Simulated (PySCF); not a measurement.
Compound: C₅H₉NSi.
Atom-mapped SMILES: `[H]/[N:1]=[CH:2]\[C@H:3]1[CH:4]=[CH:5][CH2:6][SiH2:7]1` (hydrogens: H8 on N1; H9 on C2; H10 on C3; H11 on C4; H12 on C5; H13, H14 on C6; H15, H16 on Si7)

Cartesian coordinates in Å at the PBE0-D3(BJ)/def2-SVP level; atoms count from 1:
```xyz
16
C5H9NSi angstrom
N      1.9204   -1.0245    1.3705
C      1.9107   -0.2637    0.3567
C      0.8082   -0.0856   -0.6541
C     -0.2127   -1.1956   -0.6245
C     -1.4471   -0.9479   -0.1616
C     -1.8085    0.4454    0.2795
Si    -0.2888    1.4443   -0.2655
H      1.0392   -1.5538    1.4166
H      2.8001    0.3709    0.1912
H      1.2649    0.0263   -1.6532
H      0.0814   -2.2011   -0.9465
H     -2.1940   -1.7480   -0.1033
H     -1.9871    0.4905    1.3681
H     -2.7386    0.7952   -0.1983
H     -0.5579    2.2521   -1.4937
H      0.2908    2.3340    0.7834
```

Method used: core-valence-separated Tamm–Dancoff BHandHLYP/aug-pcX-1 (pcseg-1 on H, def2-SVPD on Si) in PySCF, non-relativistic, gas phase, PBE0-D3(BJ)/def2-SVP geometry. Absolute energies from this functional tend to lie a few eV below measured edges; no shift was applied.

The lowest roots of each edge with f over 0.003 (five at most, numbered afresh; weaker and dark ones are left out), with transition dipoles (au) in the frame of the coordinates:

| root | edge | E (eV) | μx | μy | μz |
| --- | --- | --- | --- | --- | --- |
| 1 | C | 282.79 | 0.0273 | -0.0190 | 0.0839 |
| 2 | C | 282.83 | -0.0293 | 0.0218 | -0.0918 |
| 3 | C | 283.15 | 0.0415 | -0.0734 | -0.0564 |
| 4 | C | 285.32 | 0.0077 | -0.0299 | 0.0010 |
| 5 | C | 285.43 | 0.0137 | -0.0089 | -0.0219 |
| 6 | N | 396.12 | -0.0316 | 0.0559 | 0.0427 |
| 7 | N | 399.83 | -0.0335 | -0.0220 | 0.0062 |
| 8 | N | 400.87 | -0.0156 | -0.0122 | -0.0008 |

Task: What are the oscillator strengths?

Result: f = (2/3) ΔE |μ|², with ΔE in hartree (27.2114 eV):

| root | ΔE (Eh) | \|μ\|² (au) | f | core hole on |
| --- | --- | --- | --- | --- |
| 1 | 10.3924 | 0.008145 | 0.056 | C5 |
| 2 | 10.3938 | 0.009761 | 0.068 | C4 |
| 3 | 10.4057 | 0.010291 | 0.071 | C2 |
| 4 | 10.4852 | 0.000954 | 0.007 | C6 |
| 5 | 10.4894 | 0.000747 | 0.005 | C6 |
| 6 | 14.5570 | 0.005947 | 0.058 | N1 |
| 7 | 14.6934 | 0.001645 | 0.016 | N1 |
| 8 | 14.7317 | 0.000393 | 0.004 | N1 |

Task: Molecules are fixed in this frame and the field points along x. What effective strengths 3 f cos²θ do the roots have (θ between field and μ)?

Result: root 1 (C5): 0.016, root 2 (C4): 0.018, root 3 (C2): 0.036, root 4 (C6): 0.001, root 5 (C6): 0.004, root 6 (N1): 0.029, root 7 (N1): 0.033, root 8 (N1): 0.007. Averaged over all orientations cos²θ is 1/3, which gives f back.

Hardware: Arm Neoverse N1, one thread, no GPU, shared host with 64 logical CPUs at a one-minute load of 52. Cost: 53 s wall, 1.1 GiB resident at most.

One conformer stands for the species.
